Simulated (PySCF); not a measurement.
# Ionisation and electron attachment of tetrasilane

System: `[SiH3][SiH2][SiH2][SiH3]` (H10Si4). Optimised structure (Å), atoms numbered from 1:
```
Si    2.9494   -0.2399    0.1152
Si    0.7055   -0.9123    0.2116
Si   -0.7057    0.9116   -0.2191
Si   -2.9497    0.2400   -0.1208
H     3.1947    0.8306    1.1300
H     3.2468    0.3112   -1.2426
H     3.8746   -1.3832    0.3856
H     0.4482   -1.9860   -0.8004
H     0.3959   -1.4662    1.5683
H    -0.3968    1.4649   -1.5762
H    -0.4474    1.9857    0.7923
H    -3.1967   -0.8299   -1.1358
H    -3.8746    1.3839   -0.3898
H    -3.2460   -0.3115    1.2371
```

Computed at ωB97X-D3(BJ)/ma-def2-TZVP // PBE0-D3(BJ)/ma-def2-SVP with PySCF (density fitting, grid level 2). Zero-point and thermal terms (298.15 K, 1 bar) come from unscaled GFN2-xTB harmonic frequencies, with soft modes damped to free rotors in the entropy. These were taken at the GFN2-xTB minima.

Frontier levels of the parent: HOMO -9.91 eV, LUMO 0.82 eV.

Oxidation to the radical cation:
| Property | Result |
| --- | --- |
| Vertical ionisation energy (electronic) | 9.61 eV |
| Adiabatic ionisation energy (with zero-point energy) | 8.83 eV |
| Adiabatic, electronic part | 8.89 eV |
| Vertical gap at the product's structure | 8.11 eV |
| Inner reorganisation energy (four-point) | 1507 meV |
| Relaxation of product / of parent | 721 / 785 meV |
| ⟨S²⟩ of the product | 0.762 |
| Largest spin populations | Si3 0.32, Si2 0.32, Si4 0.14, Si1 0.14 |
| Largest changes of atomic charge | Si3 0.15, Si2 0.15, Si4 0.11, Si1 0.11 |
| Distances that move most (Å) | Si3–Si4 2.344 → 2.420; Si1–Si2 2.344 → 2.420; Si2–Si3 2.346 → 2.395; Si1–H 1.495 → 1.484 |
| Potential in acetonitrile | 6.80 V absolute, 2.26 V against Fc+/Fc computed at 4.54 V (solvation -2 → -193 kJ/mol) |

Reduction to the radical anion:
| Item | Value |
| --- | --- |
| Vertical electron affinity (electronic) | -0.72 eV |
| Adiabatic electron affinity (with zero-point energy) | -0.03 eV |
| Adiabatic, electronic part | -0.17 eV |
| Vertical gap at the product's structure | 0.96 eV |
| ⟨S²⟩ of the product | 0.766 |
| Largest spin populations | Si3 0.29, Si2 0.29, Si4 0.17, Si1 0.17 |
| Largest changes of atomic charge | Si2 -0.15, Si3 -0.15, Si4 -0.13, Si1 -0.13 |
| Distances that move most (Å) | Si2–Si3 2.346 → 2.458; Si3–Si4 2.344 → 2.407; Si1–Si2 2.344 → 2.407; Si4–H 1.495 → 1.525 |
| Potential in acetonitrile | 1.57 V absolute, -2.98 V against Fc+/Fc computed at 4.54 V (solvation -2 → -156 kJ/mol) |

Solvents are IEF-PCM continua (electrostatics only, gas-phase structures); absolute potentials refer to an electron at rest in vacuum. Fc+/Fc in acetonitrile, 4.54 V, is ωB97X-D3(BJ)/ma-def2-TZVP on PBE0-D3(BJ)/def2-SVP structures with GFN2-xTB thermal terms. Benchmark calculations put it near 5.0 V in acetonitrile and DMSO, so it is about 0.5 V low, and the value against it can read up to that much too high.

Measured values (NIST Chemistry WebBook, evaluated or the median of agreeing entries): vertical ionisation energy 9.62 eV (computed 9.61, difference -0.01); adiabatic ionisation energy 8.90 eV (computed 8.83, difference -0.07).

Note: the gas-phase radical anion comes out unbound at this level, so its gas-phase values hang on the basis; a negative vertical affinity means that the electron isn't bound at that structure, so the value and what is derived from it hang on the basis.

Run with `OMP_NUM_THREADS=1 python redox_run.py task.json out` on 1 thread of Arm Neoverse V1, a shared host. Structures, frequencies and single points: 5.8 min of wall time.

Differences come from unrounded values, so a last digit can differ from that of the printed terms.
